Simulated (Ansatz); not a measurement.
Program: Ansatz. Geometries: PBE0-D4/def2-TZVP. ΔE: electronic, gas phase. CCSD(T)/CBS is the MP2 limit (def2-TZVPP, def2-QZVPP) plus CCSD(T) − MP2 in def2-TZVPP, frozen cores. For Mg, Ti outer-core shells are correlated without core-valence functions, which leaves a few kJ/mol of doubt a bond. Scalar relativity is left out up to krypton. Each species was taken in one conformer, which may not be the lowest.

Consider the redistribution: `[SH][Mg][Cl]` + `[OH][Ti]([F])([F])[SH]` → `[F][Mg][SH]` + `[OH][Ti]([F])([SH])[Cl]`.

```json
{"species": "`[SH][Mg][Cl]`", "CCSD/CBS(def2) energy (Eh)": "-1058.15171"}
{"species": "`[OH][Ti]([F])([F])[SH]`", "CCSD/CBS(def2) energy (Eh)": "-1522.82506"}
{"species": "`[F][Mg][SH]`", "CCSD/CBS(def2) energy (Eh)": "-698.15860"}
{"species": "`[OH][Ti]([F])([SH])[Cl]`", "CCSD/CBS(def2) energy (Eh)": "-1882.80375"}
```

(1) Work out ΔE.

Largest T1 diagnostic among the species: 0.025, so the coupled-cluster value is less sure than usual.

Results:

(1) ΔE = (-698.15860) + (-1882.80375) − (-1058.15171) − (-1522.82506) = 0.01442 Eh = +37.9 kJ/mol. CCSD(T)/CBS gives +31.3 kJ/mol.

The D4 term adds −4.3 kJ/mol with B3LYP and −2.3 kJ/mol with PBE0; it sums over pairs of atoms, weighted by their polarisabilities, and B3LYP, whose exchange is more repulsive, gets the larger term. In def2-TZVPP, CCSD(T) changes the Hartree–Fock value by −22.8 kJ/mol (the triples alone add −6.5 kJ/mol) and MP2 by −33.0 kJ/mol.

B3LYP here is the variant with VWN-RPA as its local correlation; programs differ in this.
